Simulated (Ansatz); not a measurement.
`[SiH3][SnH2][SiH3]` + H₂S → `[SiH3][SnH2][SH]` + SiH₄ at 600 K and 1 bar (cleavage of the Sn–Si bond).

Calculated with Ansatz (gas phase, PBE0-D4/def2-TZVP geometries, no zero-point term in ΔE). CCSD(T)/CBS is the MP2 limit (def2-TZVPP, def2-QZVPP) plus CCSD(T) − MP2 in def2-TZVPP, frozen cores. This one scheme is used for every species. Elements past krypton have def2 core potentials. For Sn outer-core shells are correlated without core-valence functions, which leaves a few kJ/mol of doubt a bond. Each species was taken in one conformer, which may not be the lowest.

```json
{"species": "`[SiH3][SnH2][SiH3]`", "CCSD(T)/CBS energy (Eh)": "-796.97679", "H − E (kJ/mol)": "235.3", "S (J/(mol·K))": "484.7"}
{"species": "H₂S", "CCSD(T)/CBS energy (Eh)": "-398.97279", "H − E (kJ/mol)": "60.8", "S (J/(mol·K))": "230.9"}
{"species": "`[SiH3][SnH2][SH]`", "CCSD(T)/CBS energy (Eh)": "-904.49804", "H − E (kJ/mol)": "186.2", "S (J/(mol·K))": "464.5"}
{"species": "SiH₄", "CCSD(T)/CBS energy (Eh)": "-291.46306", "H − E (kJ/mol)": "108.7", "S (J/(mol·K))": "242.3"}
```

H − E and S are ideal-gas, rigid-rotor, harmonic terms from PBE0-D4/def2-TZVP, for one conformer and one mirror image of each species. 1 Eh = 2625.50 kJ/mol, R = 8.31446 J/(mol·K).

Task: By hand: ΔE, ΔH, ΔS and ΔG.

Result: ΔE = (-904.49804) + (-291.46306) − (-796.97679) − (-398.97279) = -0.01152 Eh = -30.2 kJ/mol. Δ(H − E) = 186.2 + 108.7 − 235.3 − 60.8 = -1.2, so ΔH = -31.4 kJ/mol. ΔS = 464.5 + 242.3 − 484.7 − 230.9 = -8.8 J/(mol·K). ΔG = -31.4 − 600 × (-8.8)/1000 = -26.1 kJ/mol.

Task: By hand: the equilibrium constant, and the temperature at which ΔG would vanish if ΔH and ΔS stayed fixed.

Result: log₁₀ K = −ΔG/(RT ln 10) = 2.3. ΔG = 0 at ΔH/ΔS = 3568 K, far beyond where these terms or the molecules hold.

The number of gas molecules stays the same, so ΔS is small and ΔH decides. A doubt of 5 kJ/mol in ΔE shifts log₁₀ K by 0.4 here. Other conformers and mirror images would add mixing entropy, several J/(mol·K) or more a flexible species. Modes under 60 cm⁻¹, often nearly free rotors, make the harmonic entropy too high. These are equilibria of isolated gas molecules and say nothing of rates. Largest T1 diagnostic: 0.013 (customary marks: 0.02 for closed shells, 0.045 for open ones).
